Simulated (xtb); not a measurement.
xtb input (GFN2-xTB):

```bash
xtb mol.xyz --gfn 2 --sp --chrg -1 --uhf 0
```
mol.xyz:
```
5

Cl     2.20117906     0.66357172    -0.00536219
C      1.04587591    -0.72740512    -0.04515045
C     -0.22361785    -0.35495185    -0.01120358
Cl    -0.98245898     1.29616010     0.06745311
Cl    -1.50892881    -1.57772348    -0.04220127
```

Output:

```
           -------------------------------------------------
          |                Calculation Setup                |
           -------------------------------------------------

           -------------------------------------------------
          |                 G F N 2 - x T B                 |
           -------------------------------------------------

        Reference                      10.1021/acs.jctc.8b01176
      * Hamiltonian:
        H0-scaling (s, p, d)           1.850000    2.230000    2.230000
        zeta-weighting                 0.500000
      * Dispersion:
        s8                             2.700000
        a1                             0.520000
        a2                             5.000000
        s9                             5.000000
      * Repulsion:
        kExp                           1.500000    1.000000
        rExp                           1.000000
      * Coulomb:
        alpha                          2.000000
        third order                    shell-resolved
        anisotropic                    true
        a3                             3.000000
        a5                             4.000000
        cn-shift                       1.200000
        cn-exp                         4.000000
        max-rad                        5.000000

          ...................................................
          :                      SETUP                      :
          :.................................................:
          :  # basis functions                  38          :
          :  # atomic orbitals                  35          :
          :  # shells                           13          :
          :  # electrons                        30          :
          :  max. iterations                   250          :
          :  Hamiltonian                  GFN2-xTB          :
          :  restarted?                      false          :
          :  GBSA solvation                  false          :
          :  PC potential                    false          :
          :  electronic temp.          300.0000000     K    :
          :  accuracy                    1.0000000          :
          :  -> integral cutoff          0.2500000E+02      :
          :  -> integral neglect         0.1000000E-07      :
          :  -> SCF convergence          0.1000000E-05 Eh   :
          :  -> wf. convergence          0.1000000E-03 e    :
          :  Broyden damping             0.4000000          :
          :  net charge                         -1          :
          :  unpaired electrons                  0          :
          ...................................................

 iter      E             dE          RMSdq      gap      omega  full diag
   1    -18.1002020 -0.181002E+02  0.759E+00    4.42       0.0  T
   2    -18.1293685 -0.291665E-01  0.513E+00    3.99       1.0  T
   3    -18.1360431 -0.667463E-02  0.294E+00    4.53       1.0  T
   4    -18.1604988 -0.244556E-01  0.143E+00    4.25       1.0  T
   5    -18.1645031 -0.400438E-02  0.281E-01    4.31       1.0  T
   6    -18.1644252  0.779006E-04  0.221E-01    4.33       1.0  T
   7    -18.1644803 -0.550468E-04  0.183E-01    4.34       1.0  T
   8    -18.1646091 -0.128844E-03  0.500E-02    4.33       1.0  T
   9    -18.1646160 -0.689819E-05  0.278E-02    4.33       1.6  T
  10    -18.1646180 -0.194291E-05  0.186E-02    4.33       2.4  T
  11    -18.1646191 -0.116845E-05  0.743E-03    4.33       6.0  T
  12    -18.1646192 -0.446246E-07  0.509E-03    4.33       8.8  T
  13    -18.1646193 -0.777870E-07  0.210E-03    4.33      21.3  T
  14    -18.1646193 -0.795811E-08  0.160E-03    4.33      28.0  T
  15    -18.1646193 -0.863049E-08  0.454E-04    4.33      98.6  T
  16    -18.1646193 -0.383530E-09  0.319E-04    4.33     140.3  T

   *** convergence criteria satisfied after 16 iterations ***

         #    Occupation            Energy/Eh            Energy/eV
      -------------------------------------------------------------
         1        2.0000           -0.9113441             -24.7989
       ...           ...                  ...                  ...
         9        2.0000           -0.2742275              -7.4621
        10        2.0000           -0.2725839              -7.4174
        11        2.0000           -0.2638594              -7.1800
        12        2.0000           -0.2617050              -7.1214
        13        2.0000           -0.2541946              -6.9170
        14        2.0000           -0.2097118              -5.7065
        15        2.0000           -0.1900282              -5.1709 (HOMO)
        16                         -0.0308270              -0.8388 (LUMO)
        17                         -0.0247242              -0.6728
        18                         -0.0078875              -0.2146
        19                          0.0889730               2.4211
        20                          0.1728694               4.7040
       ...                                ...                  ...
        35                          0.7610434              20.7090
      -------------------------------------------------------------
                  HL-Gap            0.1592012 Eh            4.3321 eV
             Fermi-level           -0.1104276 Eh           -3.0049 eV

 SCC (total)                   0 d,  0 h,  0 min,  0.013 sec
 SCC setup                      ...        0 min,  0.000 sec (  1.960%)
 Dispersion                     ...        0 min,  0.000 sec (  0.453%)
 classical contributions        ...        0 min,  0.000 sec (  0.256%)
 integral evaluation            ...        0 min,  0.002 sec ( 13.051%)
 iterations                     ...        0 min,  0.008 sec ( 64.146%)
 molecular gradient             ...        0 min,  0.002 sec ( 19.052%)
 printout                       ...        0 min,  0.000 sec (  0.862%)

         :::::::::::::::::::::::::::::::::::::::::::::::::::::
         ::                     SUMMARY                     ::
         :::::::::::::::::::::::::::::::::::::::::::::::::::::
         :: total energy             -18.103297352529 Eh    ::
         :: gradient norm              0.032182651968 Eh/a0 ::
         :: HOMO-LUMO gap              4.332084395632 eV    ::
         ::.................................................::
         :: SCC energy               -18.164618544125 Eh    ::
         :: -> isotropic ES            0.104574534362 Eh    ::
         :: -> anisotropic ES         -0.007369197785 Eh    ::
         :: -> anisotropic XC         -0.001453159926 Eh    ::
         :: -> dispersion             -0.005303520791 Eh    ::
         :: repulsion energy           0.061321191597 Eh    ::
         :: add. restraining           0.000000000000 Eh    ::
         :: total charge              -1.000000000000 e     ::
         :::::::::::::::::::::::::::::::::::::::::::::::::::::

           -------------------------------------------------
          |                Property Printout                |
           -------------------------------------------------

    * Orbital Energies and Occupations

         #    Occupation            Energy/Eh            Energy/eV
      -------------------------------------------------------------
         1        2.0000           -0.9113441             -24.7989
       ...           ...                  ...                  ...
         3        2.0000           -0.8850578             -24.0836
         4        2.0000           -0.4461397             -12.1401
         5        2.0000           -0.3769692             -10.2579
         6        2.0000           -0.3454288              -9.3996
         7        2.0000           -0.3114734              -8.4756
         8        2.0000           -0.3103435              -8.4449
         9        2.0000           -0.2742275              -7.4621
        10        2.0000           -0.2725839              -7.4174
        11        2.0000           -0.2638594              -7.1800
        12        2.0000           -0.2617050              -7.1214
        13        2.0000           -0.2541946              -6.9170
        14        2.0000           -0.2097118              -5.7065
        15        2.0000           -0.1900282              -5.1709 (HOMO)
        16                         -0.0308270              -0.8388 (LUMO)
        17                         -0.0247242              -0.6728
        18                         -0.0078875              -0.2146
        19                          0.0889730               2.4211
        20                          0.1728694               4.7040
        21                          0.1729619               4.7065
        22                          0.1748407               4.7577
        23                          0.1782934               4.8516
        24                          0.1878576               5.1119
        25                          0.1884941               5.1292
        26                          0.1886067               5.1322
       ...                                ...                  ...
        35                          0.7610434              20.7090
      -------------------------------------------------------------
                  HL-Gap            0.1592012 Eh            4.3321 eV
             Fermi-level           -0.1104276 Eh           -3.0049 eV

     #   Z          covCN         q      C6AA      α(0)
     1  17 Cl       0.962    -0.333   109.879    16.037
     2   6 C        1.911    -0.181    36.317     9.732
     3   6 C        2.823     0.126    25.237     8.232
     4  17 Cl       1.021    -0.337   110.025    16.048
     5  17 Cl       1.052    -0.275   107.940    15.895

 Mol. C6AA /au·bohr⁶  :       1798.077915
 Mol. C8AA /au·bohr⁸  :      68621.800517
 Mol. α(0) /au        :         65.943202

Wiberg/Mayer (AO) data.
largest (>0.10) Wiberg bond orders for each atom

 ---------------------------------------------------------------------------
     #   Z sym  total        # sym  WBO       # sym  WBO       # sym  WBO
 ---------------------------------------------------------------------------
     1  17 Cl   0.990 --     2 C    0.880
     2   6 C    3.050 --     3 C    1.977     1 Cl   0.880     4 Cl   0.139
     3   6 C    3.725 --     2 C    1.977     5 Cl   0.896     4 Cl   0.793
     4  17 Cl   0.975 --     3 C    0.793     2 C    0.139
     5  17 Cl   1.013 --     3 C    0.896
 ---------------------------------------------------------------------------

Topologies differ in total number of bonds
Writing topology from bond orders to xtbtopo.mol

molecular dipole:
                 x           y           z       tot (Debye)
 q only:       -0.386      -0.259      -0.005
   full:       -0.680       0.221       0.019       1.817
molecular quadrupole (traceless):
                xx          xy          yy          xz          yz          zz
 q only:       -7.201      -3.025      -0.349       0.094      -0.279       7.550
  q+dip:       -8.893      -3.306      -1.148       0.145      -0.409      10.041
   full:       -9.479      -2.292      -0.441       0.193      -0.390       9.919

           -------------------------------------------------
          | TOTAL ENERGY              -18.103297352529 Eh   |
          | GRADIENT NORM               0.032182651968 Eh/α |
          | HOMO-LUMO GAP               4.332084395632 eV   |
           -------------------------------------------------

------------------------------------------------------------------------
------------------------------------------------------------------------
 total:
 SCF:
Note: The following floating-point exceptions are signalling: IEEE_UNDERFLOW_FLAG IEEE_DENORMAL
normal termination of xtb
```

It need not be the lowest isomer of its formula. Whether it binds its extra electron was not tested at this geometry.
